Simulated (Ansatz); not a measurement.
Molecule: C$_{2}$H$_{2}$BCl$_{2}$, charge -1, multiplicity 1. It need not be the lowest isomer of its formula. Whether it binds its extra electron was not tested at this geometry. SMILES: [CH-]=CB(Cl)Cl
Geometry from a B3LYP-D3(BJ)/def2-TZVP (Ansatz, a quantum-chemistry and plane-wave program) optimisation:
```xyz
7

C     -2.4905    -0.3288    -0.6350
C     -1.5765     0.0583     0.3287
B     -0.1030     0.0318     0.0982
Cl     1.0517     0.5566     1.4139
Cl     0.7309    -0.4823    -1.4011
H     -3.5143    -0.2118    -0.2043
H     -1.8721     0.4127     1.3324
```
Charge -1, spin multiplicity 1.

Parts of the frozen-core correlation energy in cc-pV(D+d)Z (Ansatz, hartree). Frozen orbitals: 13; correlated occupied orbitals by spin: 14 and 14; virtual: 71 and 71. No spin-orbit coupling. No relativistic terms. The restricted reference is unstable.

```
term                             value
-------------------------  -----------
reference (HF)             -1020.61942
MP2 opposite-spin             -0.45148
MP2 same-spin                 -0.16167
CCSD correlation              -0.66205
(T)                           -0.02268
T1 diagnostic                    0.013
largest doubles amplitude        0.066
```
